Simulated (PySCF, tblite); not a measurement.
Isomers of C6H15NOSi, one GFN2-xTB conformer each. Single-point energies are computed at PBE0/pcSseg-1 (PySCF, gas phase, no added dispersion term), electronic only.

Question: Rank them by PBE0/pcSseg-1 energy, lowest first (kcal/mol).
A. `[CH3:1][CH2:2][C@@H:3]1[CH2:4][C@@H:5]([O:6][CH3:7])[Si@@H:8]1[NH2:9]` with C1–C2–C3–C4 179°, C4–C5–O6–C7 175°, C5–Si8–N9–H -166° and 57°, C2–C3–C4–C5 -108°, C3–C4–C5–O6 -133°, C4–C5–Si8–N9 122°, C2–C3–Si8–C5 107°
B. `[CH3:1]/[CH:2]=[CH:3]/[Si@H:4]([CH2:5][O:6][CH3:7])[NH:8][CH3:9]` with C2–C3–Si4–C5 -104°, C3–Si4–C5–O6 -174°, Si4–C5–O6–C7 -178°, C3–Si4–N8–C9 -60°
C. `[CH3:1][CH:2]([CH3:3])[Si@H:4]([CH3:5])[CH2:6][C:7]([NH2:8])=[O:9]` with C1–C2–Si4–C5 -55°, C2–Si4–C6–C7 -46°, Si4–C6–C7–N8 -84°, C6–C7–N8–H 1° and 177°
D. `[H]/[N:9]=[CH:8]/[C:5]([SiH2:4][CH2:3][O:2][CH3:1])([CH3:6])[CH3:7]` with C1–O2–C3–Si4 -167°, O2–C3–Si4–C5 80°, C3–Si4–C5–C6 73°, Si4–C5–C8–N9 102°
E. `[NH2:1][SiH2:2][CH2:3][O:4][CH:5]1[CH2:6][CH2:7][CH2:8][CH2:9]1` with H–N1–Si2–C3 -39° and -177°, N1–Si2–C3–O4 60°, Si2–C3–O4–C5 -179°, C3–O4–C5–C6 81°, O4–C5–C6–C7 103°, C5–C6–C7–C8 35°, C6–C7–C8–C9 -42°, C7–C8–C9–C5 33°

Answer: C (0.0), E (24.9), A (39.8), B (43.9), D (58.0).

As drawn, the lowest has a C=O bond and a C(=O)–N unit, which the highest lacks; the highest has a C=N bond, which the lowest lacks. GFN2-xTB itself gives, in the same order: 15.9, 0.0, 24.5, 36.9, 45.5. GFN2-xTB puts N[SiH2]COC1CCCC1 lowest instead; measured from each level's own lowest isomer, the values differ by up to 24.9 kcal/mol (N[SiH2]COC1CCCC1: 0.0 against 24.9).

Which frontier levels, dipoles and rotational constants go with these structures?

```tsv
SMILES	HOMO (eV, PBE0/pcSseg-1)	LUMO (eV)	dipole (D)	A, B, C (MHz)
CC(C)[Si@H](C)CC(N)=O	-7.19	0.86	3.30	1786, 907.0, 751.4
N[SiH2]COC1CCCC1	-7.14	0.96	0.82	3068, 613.0, 590.2
CC[C@@H]1C[C@@H](OC)[Si@@H]1N	-6.48	0.58	2.36	2455, 858.6, 697.2
C/C=C/[Si@H](COC)NC	-6.42	-0.05	0.92	1744, 670.1, 507.7
[H]/N=C/C(C)(C)[SiH2]COC	-7.13	-0.02	0.68	1993, 952.1, 786.0
```

What happens when harmonic zero-point energies from GFN2-xTB frequencies are added?

```tsv
SMILES	ZPE (kcal/mol)	electronic (kcal/mol)	with ZPE (kcal/mol)
CC(C)[Si@H](C)CC(N)=O	126.0	0.0	0.0
N[SiH2]COC1CCCC1	126.8	24.9	25.8
CC[C@@H]1C[C@@H](OC)[Si@@H]1N	127.1	39.8	40.9
C/C=C/[Si@H](COC)NC	125.0	43.9	42.9
[H]/N=C/C(C)(C)[SiH2]COC	124.0	58.0	56.0
```

The zero-point energies span 3.1 kcal/mol. The order is unchanged.
